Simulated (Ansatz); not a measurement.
Total energies of SnCl₄ from Ansatz at PBE-D4/def2-TZVPD, gas phase (1 Eh = 27.2114 eV = 2625.5 kJ/mol). The reference geometry is relaxed at B3LYP-D4/def2-SVP.

```
                 state                       geometry  energy (Eh)
      charge 0 singlet                      reference  -2054.59938
     charge -1 doublet                      reference  -2054.67790
     charge -1 doublet  relaxed at B3LYP-D4/def2-SVPD  -2054.70064
free Sn atom (triplet)                              –   -214.24945
free Cl atom (doublet)                              –   -459.95933
```

In the def2 sets Sn takes a core potential; there is no spin–orbit coupling.

Problem. Work out the vertical electron affinity, to the doublet.

Solution. E(charge 0 singlet) − E(charge -1 doublet) = -2054.59938 − (-2054.67790) = 0.07852 Eh = 2.14 eV.

Problem. How much does the charge -1 doublet relax, and what is the adiabatic electron affinity?

Solution. Relaxation: -2054.67790 − (-2054.70064) = 0.02274 Eh = 0.62 eV. Adiabatic electron affinity: 0.10126 Eh = 2.76 eV, without zero-point energy. 

Problem. What is the binding energy per atom against free atoms?

Solution. Atoms: 1 × (-214.24945) + 4 × (-459.95933) = -2054.08677 Eh. Binding: -2054.08677 − (-2054.59938) = 0.51261 Eh = 13.95 eV, or 2.79 eV for each of 5 atoms (no zero-point energy, no counterpoise term).

At PBE-D4/def2-TZVPD the highest occupied level of the charge -1 doublet lies above zero (up to 0.28 eV). By energy differences its removal costs 2.14 eV (vertical, to the charge 0 singlet, at PBE-D4/def2-TZVPD); a positive level beside a positive removal energy at the same level points to self-interaction error.
